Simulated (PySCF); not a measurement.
# Spinor energies of Pb⁵⁴⁺ (lead, charge +54)

Start: [Ar] 3d10. Calculated with PySCF 2.14 in an uncontracted even-tempered set (17 s from 5.3 bohr⁻², ratio 2.6; 15 p from 6.9 bohr⁻², ratio 2.6; 10 d from 6.9 bohr⁻², ratio 2.6; 5 f from 7.1 bohr⁻², ratio 2.8): generalised Hartree-Fock with the X2C-1e Hamiltonian and a Gaussian nucleus; spin-orbit coupling (SO) screened by Boettger's factors.

```csv
spinor shell,electrons,"ε, screened SO (eV)",weight of nominal j (screened SO),"rms radius, screened SO (bohr)"
1s1/2,2,-91594.8,1.000,0.0181
2s1/2,2,-19024.3,1.000,0.0729
2p1/2,2,-18383.5,1.000,0.0615
2p3/2,4,-16176.9,1.000,0.0698
3s1/2,2,-6778.5,1.000,0.182
3p1/2,2,-6497.8,1.000,0.174
3p3/2,4,-5974.1,1.000,0.189
3d3/2,4,-5533.7,1.000,0.164
3d5/2,6,-5421.6,1.000,0.168
```

```tsv
quantity	screened SO
E (hartree)	-18605.19999
M_J	0
⟨J²⟩	0.000
⟨L²⟩	0.097
⟨S²⟩	0.097
```

Breit and QED terms are absent; they matter most for the inner s and p1/2 levels.

Densities and radii are taken from the X2C orbitals without a picture-change correction, which distorts them close to the nucleus.
